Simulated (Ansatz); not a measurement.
```yaml
crystal:
  periodic: [false, false, false]
  atoms:
    - {symbol: O, position_ang: [0.386394, 1.904976, -1.239938]}
    - {symbol: Al, position_ang: [-0.281709, 0.326398, -1.124015]}
    - {symbol: Si, position_ang: [0.179109, -0.997300, 1.270700]}
    - {symbol: Cl, position_ang: [-0.797618, -0.765595, -2.679803]}
    - {symbol: H, position_ang: [0.244628, 2.580671, -1.721224]}
    - {symbol: H, position_ang: [-0.413848, 0.267352, 2.331348]}
    - {symbol: H, position_ang: [-0.351638, -2.137939, 1.609209]}
    - {symbol: H, position_ang: [1.533163, -0.929384, 1.492185]}
basis:
  gaussian: {orbitals: def2-SVPD, final_grid: {core_spheres: 1, valence_spheres: 1, degree: 3}}
hamiltonian: {xc: {name: wB97M-V}}
```

```sh
$ ansatz run in.yaml --threads 2 --pin off --events-out ev --progress --plain --max-ram 4352MiB
```

Shortened log:

```
Functional definition: wB97M-V
1192 factors; their error is unknown
500 factors; integrals over basis functions are off by at most 2.6e-5 eV
mean field evaluation 1: about -29093.3396 eV, gradient 5.2e1 eV
mean field evaluation 2: about -29090.9605 eV, gradient 6.5e1 eV
mean field evaluation 4: about -29098.4019 eV, gradient 1.4e0 eV
mean field evaluation 8: about -29081.9525 eV, gradient 3.1e0 eV
mean field evaluation 16: about -29082.0087 eV, gradient 1.9e-3 eV
mean field -29082.00868823 eV, -1068.7441067991 hartree, gradient 3.0e-5 eV, S^2 0.000000; 0 other end points of the search recorded, 0 dependent functions left out
reference -29082.00906449 eV, -1068.7441206262 hartree; 28, 28 occupied and 102, 102 virtual orbitals, 1192 factors
Total energy: -29082.00906449 eV, -1068.7441206262 hartree
```

(1) Something in this input is off. What?

Results:

(1) The integration grid is far too coarse. Self-consistency was reached. The result belongs to that input, not to the molecule as meant.
